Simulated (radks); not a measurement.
Initial-state core-level shifts of neutral promethium when its valence configuration changes from [Xe] 4f5 6s2. Method: scalar-relativistic Kohn-Sham, PBE, spin-unpolarised, spherical densities, finite nucleus; Fermi nuclear charge, rms radius 4.962 fm; computed with a radial shooting solver on a logarithmic mesh with Libxc functionals. Shifts are changes of the shell-averaged eigenvalues in eV (positive: less bound); the change of the density at the nucleus, which sets a Mossbauer isomer shift, is in e/bohr^3, on a base of 5.138e+05.

| valence | 1s | 3s | 3p | 5s | density at nucleus |
|---|---|---|---|---|---|
| 4f4 6s2 6p1 | -9.198 | -10.637 | -10.619 | -6.497 | +38.65 |
| 4f5 5d1 6s1 | +0.970 | +0.969 | +0.970 | +1.146 | -21.11 |
| 4f3 5d1 6s2 6p1 | -16.607 | -19.925 | -19.881 | -10.044 | +72.79 |
| 4f5 6p2 | -2.377 | -2.313 | -2.313 | -2.453 | -37.69 |
| 4f5 6s1 6p1 | -1.235 | -1.201 | -1.202 | -1.276 | -17.61 |
| 4f4 6s1.5 6p1.5 | -9.790 | -11.225 | -11.207 | -7.082 | +26.94 |
| 4f4 6p3 | -11.466 | -12.886 | -12.868 | -8.732 | -11.72 |
| 4f7 | +2.231 | +3.179 | +3.168 | +0.899 | -51.88 |
